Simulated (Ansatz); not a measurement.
Ca8O8 (started as a model of: 1x4x4 CaO rock-salt block). Total charge 0; singlet. Geometry r2SCAN-D4/def2-SVP.

Cartesian coordinates in Å:
```
Ca 0.648 1.681 -4.064
O -0.173 2.477 -2.357
Ca -1.567 3.097 -0.706
O -1.652 3.899 1.197
O 1.199 -0.090 -3.182
Ca 0.448 0.641 -1.155
O -1.153 1.115 0.324
Ca -1.364 2.147 2.291
Ca 1.318 -2.199 -2.394
O 0.354 -1.474 -0.479
Ca -1.000 -0.942 1.222
O -1.037 0.135 3.257
O 2.287 -3.587 -1.204
Ca 1.447 -3.069 0.632
O 0.255 -2.446 2.445
Ca -0.011 -1.382 4.172
```

(1) Estimate the orbital energies around the gap (eV) in Ansatz with HF/STO-3G, PBE-D4/def2-SVP, r2SCAN-D4/def2-SVP, PBE0-D4/def2-SVP.

Answers

(1) 
```tsv
orbital	HF/STO-3G	PBE-D4/def2-SVP	r2SCAN-D4/def2-SVP	PBE0-D4/def2-SVP
HOMO−9	-5.31	-4.54	-4.64	-5.75
HOMO−8	-5.19	-4.51	-4.60	-5.74
HOMO−7	-4.93	-4.47	-4.56	-5.71
HOMO−6	-4.46	-4.31	-4.41	-5.49
HOMO−5	-4.40	-3.20	-3.21	-4.32
HOMO−4	-4.15	-3.19	-3.20	-4.30
HOMO−3	-3.93	-3.14	-3.15	-4.18
HOMO−2	-3.76	-3.12	-3.13	-4.17
HOMO−1	-3.17	-2.95	-2.94	-4.05
HOMO	-3.10	-2.88	-2.88	-3.99
LUMO	2.83	-1.97	-1.52	-1.44
LUMO+1	3.17	-1.88	-1.41	-1.36
LUMO+2	5.22	-1.10	-0.69	-0.47
LUMO+3	5.67	-0.68	-0.24	-0.04
LUMO+4	6.56	-0.46	-0.08	0.09
LUMO+5	7.19	-0.39	0.04	0.17
```
